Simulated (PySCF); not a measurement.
## Orbital levels and atomic charges

System: B16H15N15 (flake hBN).

Cartesian coordinates (Å):
```
  1 B     3.403    1.955   -0.001
  2 N     2.172    2.683   -0.002
  3 B     0.912    1.972   -0.001
  4 N     0.908    0.533   -0.001
  5 B     2.157   -0.184    0.000
  6 N     3.413    0.532    0.000
  7 B    -0.335   -0.196    0.000
  8 N    -0.345   -1.641    0.001
  9 B     0.921   -2.354    0.000
 10 N     2.156   -1.621    0.000
 11 N    -0.332    2.709   -0.001
 12 B    -1.577    1.964   -0.001
 13 N    -1.581    0.528    0.000
 14 N    -2.840    2.626   -0.001
 15 B    -4.080    1.967    0.001
 16 N    -4.093    0.534    0.002
 17 B    -2.837   -0.179    0.001
 18 B     3.401   -2.336   -0.001
 19 N     0.998   -3.777    0.000
 20 B     2.203   -4.510   -0.001
 21 N     3.402   -3.761   -0.001
 22 N    -2.835   -1.623    0.002
 23 B    -1.593   -2.326    0.001
 24 B    -5.323   -0.190    0.001
 25 N    -5.281   -1.604    0.001
 26 B    -4.074   -2.339    0.002
 27 B     4.655   -0.188    0.000
 28 N     4.624   -1.593    0.000
 29 B     2.190    4.111   -0.001
 30 N     0.955    4.796    0.000
 31 B    -0.295    4.136   -0.001
 32 H     4.417    2.542   -0.001
 33 H    -2.834    3.632   -0.001
 34 H    -5.081    2.579    0.002
 35 H     0.129   -4.285    0.000
 36 H     2.212   -5.684   -0.001
 37 H     4.288   -4.243   -0.001
 38 H    -1.645   -3.499    0.001
 39 H    -6.353    0.370    0.000
 40 H    -6.153   -2.112    0.001
 41 H    -4.096   -3.512    0.003
 42 H     5.681    0.381    0.001
 43 H     5.493   -2.105   -0.001
 44 H     3.198    4.709   -0.001
 45 H     0.962    5.805    0.001
 46 H    -1.266    4.799   -0.002
```

Method: B3LYP/def2-SVP, gas phase, PySCF, fitting set def2-universal-JFIT up to Ne and JKFIT beyond, grid level 1.

Give the orbital energies near the gap.


| orbital | eV |
| --- | --- |
| HOMO-4 | -7.73 |
| HOMO-3 | -7.69 |
| HOMO-2 | -7.45 |
| HOMO-1 | -7.33 |
| HOMO | -6.91 |
| LUMO | -0.55 |
| LUMO+1 | -0.31 |
| LUMO+2 | 0.11 |
| LUMO+3 | 0.16 |

Give the partial charges of the non-hydrogen atoms.


```
atom  Mulliken    IAO  Hirshfeld
  B1      0.01   0.24       0.18
  N2      0.04  -0.38      -0.21
  B3     -0.08   0.40       0.23
  N4      0.03  -0.40      -0.23
  B5     -0.08   0.40       0.23
  N6      0.04  -0.39      -0.21
  B7     -0.07   0.40       0.23
  N8      0.02  -0.39      -0.22
  B9     -0.12   0.40       0.23
 N10      0.04  -0.40      -0.22
 N11      0.02  -0.39      -0.22
 B12     -0.12   0.40       0.23
 N13      0.03  -0.40      -0.22
 N14      0.06  -0.44      -0.22
 B15     -0.02   0.21       0.17
 N16      0.04  -0.39      -0.21
 B17     -0.09   0.39       0.23
 B18     -0.19   0.38       0.22
 N19      0.04  -0.45      -0.22
 B20     -0.04   0.19       0.15
 N21      0.03  -0.46      -0.22
 N22      0.04  -0.38      -0.21
 B23      0.03   0.23       0.18
 B24     -0.04   0.22       0.17
 N25      0.04  -0.43      -0.21
 B26     -0.04   0.22       0.17
 B27     -0.01   0.21       0.17
 N28      0.05  -0.45      -0.22
 B29     -0.04   0.22       0.17
 N30      0.05  -0.43      -0.21
 B31     -0.03   0.21       0.17
```
